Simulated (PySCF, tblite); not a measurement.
Isomers of C3H11NOSi4. Computed with GFN2-xTB (tblite): harmonic, unscaled wavenumbers at the GFN2-xTB geometry, gas phase. Errors from tens to a few hundred cm⁻¹ against measured bands are possible. Modes of hydrogen on silicon can be 10 to 20 % off. One conformer each.

Electronic energies: PBE0/pcSseg-1 single points on the GFN2-xTB geometries (PySCF, gas phase).

```
                                  SMILES  electronic energy, lowest = 0 (kJ/mol)
     C#C[Si@@H]1O[SiH2]N(C)[Si@H]1[SiH3]                                    34.6
 C#C[C@@H]1[SiH2]N[Si@H](O[SiH3])[SiH2]1                                     0.0
    C#CC[Si@@H]1[SiH2][Si@H](N)[Si@@H]1O                                   165.9
        CCO[Si]1(C#N)[SiH2][SiH2][SiH2]1                                   106.1
     CO[Si@@]1(C#N)[SiH2][SiH2][Si@@H]1C                                    89.5
       CCO[Si@@H]1[SiH2][SiH2][Si@H]1C#N                                   117.7
C#C[C@@H]1[SiH2]N[Si@@H](O[SiH3])[SiH2]1                                     2.0
```

Problem. How do GFN2-xTB zero-point energies change the relative energies?

Solution. 
| SMILES | ZPE (kJ/mol) | of it from modes above 1550 cm⁻¹ | electronic (kJ/mol) | with ZPE, lowest = 0 (kJ/mol) | lowest mode (cm⁻¹) | rings |
| --- | --- | --- | --- | --- | --- | --- |
| C#C[C@@H]1[SiH2]N[Si@H](O[SiH3])[SiH2]1 | 317.4 | 178.1 | 0.0 | 0.0 | 11i | 1 |
| C#C[C@@H]1[SiH2]N[Si@@H](O[SiH3])[SiH2]1 | 317.4 | 178.2 | 2.0 | 2.0 | 19i | 1 |
| C#C[Si@@H]1O[SiH2]N(C)[Si@H]1[SiH3] | 324.9 | 178.2 | 34.6 | 42.1 | 19 | 1 |
| CO[Si@@]1(C#N)[SiH2][SiH2][Si@@H]1C | 334.8 | 186.1 | 89.5 | 106.9 | 34 | 1 |
| CCO[Si]1(C#N)[SiH2][SiH2][SiH2]1 | 332.0 | 181.3 | 106.1 | 120.8 | 20 | 1 |
| CCO[Si@@H]1[SiH2][SiH2][Si@H]1C#N | 331.8 | 180.3 | 117.7 | 132.1 | 18 | 1 |
| C#CC[Si@@H]1[SiH2][Si@H](N)[Si@@H]1O | 328.6 | 195.0 | 165.9 | 177.1 | 11i | 1 |

The zero-point energies span 17.4 kJ/mol, from `C#C[C@@H]1[SiH2]N[Si@H](O[SiH3])[SiH2]1` to `CO[Si@@]1(C#N)[SiH2][SiH2][Si@@H]1C`. Slightly imaginary modes are left out of the zero-point energy: `C#C[C@@H]1[SiH2]N[Si@H](O[SiH3])[SiH2]1` 10.8i cm⁻¹, `C#C[C@@H]1[SiH2]N[Si@@H](O[SiH3])[SiH2]1` 18.9i cm⁻¹ and `C#CC[Si@@H]1[SiH2][Si@H](N)[Si@@H]1O` 11.4i cm⁻¹. The order is unchanged.

Problem. And how do the electronic energies of GFN2-xTB itself compare?

Solution. `C#C[C@@H]1[SiH2]N[Si@H](O[SiH3])[SiH2]1` 0.0; `C#C[C@@H]1[SiH2]N[Si@@H](O[SiH3])[SiH2]1` 0.6; `C#C[Si@@H]1O[SiH2]N(C)[Si@H]1[SiH3]` 52.6; `CO[Si@@]1(C#N)[SiH2][SiH2][Si@@H]1C` 410.2; `CCO[Si]1(C#N)[SiH2][SiH2][SiH2]1` 383.4; `CCO[Si@@H]1[SiH2][SiH2][Si@H]1C#N` 368.7; `C#CC[Si@@H]1[SiH2][Si@H](N)[Si@@H]1O` 416.4 kJ/mol, lowest = 0. Against the energies above, taken from the same isomer `C#C[C@@H]1[SiH2]N[Si@H](O[SiH3])[SiH2]1`, the largest difference is 320.7 kJ/mol.
